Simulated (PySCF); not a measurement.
Ce⁵⁶⁺ (cerium, charge +56): Hartree-Fock from Schrödinger to Dirac-Coulomb-Breit

Occupied: 1s1/2. Hartree-Fock calculated with PySCF 2.14 in an uncontracted even-tempered set (16 s from 12 bohr⁻², ratio 2.7; 12 p from 14 bohr⁻², ratio 2.7), Gaussian nucleus throughout. NR is non-relativistic, sf-X2C the spin-free one-electron X2C Hamiltonian, X2C adds the bare one-electron spin-orbit term, X2C-SNSO screens it by Boettger's factors, DC is four-component Dirac-Coulomb, and the Gaunt and Breit terms are added at first order (total energies over the DC spinors, levels after relaxing the spinors in that mean field). QED terms are absent. Levels marked empty are virtual spinors of this ion.

```json
{"level (eV)": "1s1/2", "NR": "-44785.7", "sf-X2C": "-46930.7", "X2C": "-46930.7", "X2C-SNSO": "-46930.7"}
{"level (eV)": "2s1/2 (empty)", "NR": "-10820.1", "sf-X2C": "-11470.4", "X2C": "-11470.4", "X2C-SNSO": "-11470.4"}
{"level (eV)": "2p1/2 (empty)", "NR": "-10712.1", "sf-X2C": "-10979.0", "X2C": "-11349.8", "X2C-SNSO": "-11342.7"}
{"level (eV)": "2p3/2 (empty)", "NR": "-10712.1", "sf-X2C": "-10979.0", "X2C": "-10818.6", "X2C-SNSO": "-10821.3"}
{"level (eV)": "3s1/2 (empty)", "NR": "-4769.3", "sf-X2C": "-4998.8", "X2C": "-4998.8", "X2C-SNSO": "-4998.8"}
```

Question: Where do the four-component calculations put these levels?

Answer: 1s1/2: DC -46966.6, DC+Gaunt -46893.7, DC+Breit -46893.7; 2s1/2 (empty): DC -11474.2, DC+Gaunt -11466.1, DC+Breit -11467.1; 2p1/2 (empty): DC -11340.5, DC+Gaunt -11323.5, DC+Breit -11326.1; 2p3/2 (empty): DC -10824.1, DC+Gaunt -10815.5, DC+Breit -10818.1; 3s1/2 (empty): DC -4999.9, DC+Gaunt -4997.5, DC+Breit -4997.8 (eV).

```csv
Hamiltonian,E (hartree),E − E(DC) (hartree),CPU seconds
NR,-3327.7124,162.9577,0.14
sf-X2C,-3489.3374,1.3328,0.08
X2C,-3489.3374,1.3328,0.08
X2C-SNSO,-3489.3374,1.3328,0.08
DC,-3490.6702,0.0000,1.7
DC+Gaunt,-3487.9648,2.7054,2.7
DC+Breit,-3487.9648,2.7054,24
```

Weight of the small component: 1s1/2 0.0465, 2s1/2 0.0113, 2p1/2 0.0112, 2p3/2 0.0107, 3s1/2 0.00496.

Koopmans' value for the highest occupied level at DC+Breit: 46893.7 eV, against an ionisation energy of 46840.31 ± 0.05 eV (theoretical estimate listed by NIST; NIST Atomic Spectra Database, ionization energies); the former lacks relaxation, correlation, QED and recoil.

The whole ladder took 30 s of wall time on 1 thread of AMD EPYC 9R45 96-Core Processor (shared host), launched as `OMP_NUM_THREADS=1 python relrun2.py TASK.json OUT` (a driver that calls PySCF for each Hamiltonian).
